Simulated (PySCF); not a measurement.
# Simulated absorption spectrum

C6H12O2Si.
SMILES: `CC(=O)O[C@H]1CC[SiH2]C1`

Level of theory: TDDFT CAM-B3LYP/def2-SVPD, vertical, gas phase, core orbitals frozen in the response (PySCF 2.14.0, density-fitted response routines). One conformer (not necessarily the lowest) at the PBE0-D3(BJ)/def2-SVP geometry, without solvent, vibrations or thermal averaging.

Each state is given a Gaussian of 0.3 eV full width at half maximum, with ε(max) = 2.175×10⁸ f / Δν̃ (Δν̃ the width in cm⁻¹). The width is an assumption, not a result. The curve ends short of the highest state used, and states not computed would add to its high-energy end.

```
λ (nm)  ε (L mol⁻¹ cm⁻¹)
 155.5             20652
 157.9             14742
 160.4              7577
 162.8              3351
 165.3              1035
 167.7               202
 170.1                22
 172.6                 1
 175.0                 0
 177.4                 0
 179.9                 0
 182.3                 0
 184.7                 0
 187.2                 0
 189.6                 0
 192.0                 0
 194.5                 0
 196.9                 2
 199.4                10
 201.8                30
 204.2                66
 206.7               105
 209.1               120
 211.5               103
 214.0                66
 216.4                34
 218.8                14
 221.3                 4
 223.7                 1
 226.1                 0
```

Problem. Where are the band maxima, and which computed states make them?

Solution. 209 nm (5.93 eV), ε about 120, made up of S1 (100%) (ε in L mol⁻¹ cm⁻¹; maxima over ε = 5, shares over 10%). At its high-energy end, 7.97 eV, the curve is still rising (ε about 21000, from S3 and S4). The states used: S1 5.93 eV (f 0.0013); S2 7.68 eV (f 0.027); S3 7.86 eV (f 0.080); S4 8.02 eV (f 0.169); S5 8.07 eV (f 0.024); S6 8.36 eV (f 0.0065); S7 8.40 eV (f 0.0082); S8 8.44 eV (f 0.029); S9 8.48 eV (f 0.014); S10 8.57 eV (f 0.0016).

Problem. Coming from long wavelengths, where does ε first pass 100 L mol⁻¹ cm⁻¹?

Solution. At about 212 nm (5.86 eV), 0.07 eV below S1.

Problem. Does any computed singlet lie in the visible range?

Solution. No computed singlet lies in the visible range (380 to 750 nm); the lowest, at 209 nm, stands 2.67 eV above its violet end (3.26 eV).

Problem. On this curve, what absorbance would a 10⁻⁵ mol/L sample give at 222 nm over a 1 cm path?

Solution. 222 nm is 5.585 eV, where ε is about 2.9 L mol⁻¹ cm⁻¹, so A = ε c l ≈ 2.9e-05 (Beer–Lambert, with the gas-phase spectrum and the assumed width).

The vertical ionisation energy (ΔSCF) is 10.08 eV, 1.51 eV above S10.
